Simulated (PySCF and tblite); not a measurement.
The numbers below are computed, except where a source is named.
Conformer ensemble of 2‐ethylphenol, C₈H₁₀O, numbered as in [CH3:1][CH2:2][c:3]1[cH:4][cH:5][cH:6][cH:7][c:8]1[OH:9]

Geometries GFN2-xTB; weights from B3LYP-D3(BJ)/def2-SVP (IEF-PCM, dichloromethane) energies and GFN2-xTB thermal corrections, with symmetry numbers and mirror pairs. Conformers within 3 kcal/mol (GFN2-xTB free energy) were kept, 8 at most. GIAO shieldings: mPW1PW91/pcSseg-1 (IEF-PCM, dichloromethane). Couplings: B3LYP/6-31G* with pcJ-1 on H (gas phase; spin-dipole term only for pairs with B, N, F, Si or P). Couplings are for ¹H. H–H couplings come out 0.1 to 0.9 Hz lower than with pcJ-1 on all atoms. Shifts are against TMS (¹H), TMS (¹³C) at the same level. Programs: PySCF with density fitting and tblite.

Torsions listed: C1–C2–C3–C4, C3–C8–O9–H9. Of a mirror pair one member is shown.

| conformer | shape | symmetry | E(GFN2) kcal/mol | E(DFT) kcal/mol | G(298.15 K) kcal/mol | weight % | dipole D |
| --- | --- | --- | --- | --- | --- | --- | --- |
| 1 | -94°, 179° | C1 (pair) | 0.00 | 0.00 | 0.00 | 60.9 | 1.50 |
| 2 | 98°, 0° | C1 (pair) | 0.46 | 0.51 | 0.61 | 21.6 | 2.23 |
| 3 | 0°, 180° | Cs | 0.83 | 0.41 | 0.91 | 13.2 | 1.45 |
| 4 | 0°, 0° | Cs | 1.87 | 0.97 | 1.57 | 4.3 | 2.37 |

Weights (%) against temperature:

```tsv
T (K)	1	2	3	4	S(mix) cal/mol/K
250	65.1	19.3	12.3	3.3	3.08
273.15	63.0	20.5	12.8	3.8	3.14
298.15	60.9	21.6	13.2	4.3	3.19
323.15	59.1	22.5	13.6	4.8	3.24
373.15	56.2	24.1	14.1	5.6	3.30
```

Averaged shifts at 298.15 K. ¹H: 7.58 (H4, 1H), 7.53 (H6, 1H), 7.24 (H5, 1H), 7.13 (H7, 1H), 2.76 (H2, 2H), 1.23 (H1, 3H) ppm. ¹³C: 162.0 (C8), 136.2 (C3), 135.7 (C4), 133.6 (C6), 126.0 (C5), 120.0 (C7), 28.2 (C2), 18.1 (C1) ppm.

Averaged couplings (Hz): ²J(H1,H1) -13.5, ³J(H1,H2) 7.7, ²J(H2,H2) -13.7, ³J(H4,H5) 8.4, ³J(H5,H6) 8.4, ³J(H6,H7) 8.9.

Coordinates of conformer 1 (Å):

```xyz
19

C     2.457   -0.265    0.563
C     1.566   -0.554   -0.646
C     0.124   -0.304   -0.313
C    -0.705   -1.323    0.127
C    -2.027   -1.087    0.465
C    -2.540    0.192    0.362
C    -1.732    1.226   -0.075
C    -0.405    0.987   -0.408
O     0.410    1.994   -0.840
H     3.500   -0.459    0.323
H     2.170   -0.893    1.404
H     2.356    0.776    0.859
H     1.696   -1.594   -0.954
H     1.863    0.096   -1.470
H    -0.302   -2.323    0.204
H    -2.652   -1.899    0.805
H    -3.570    0.391    0.620
H    -2.129    2.230   -0.159
H    -0.090    2.818   -0.874
```

H on N, O and S are left out: they exchange, and hydrogen bonds move them by several ppm. Shifts are unscaled: against experiment ¹³C can be off by 15 ppm or more and ¹H by 0.8 ppm.

Search and properties took 6.2 min on 1 thread of Arm Neoverse V1, shared host (rough), launched as `OMP_NUM_THREADS=1 python ens_run.py task.json out`.
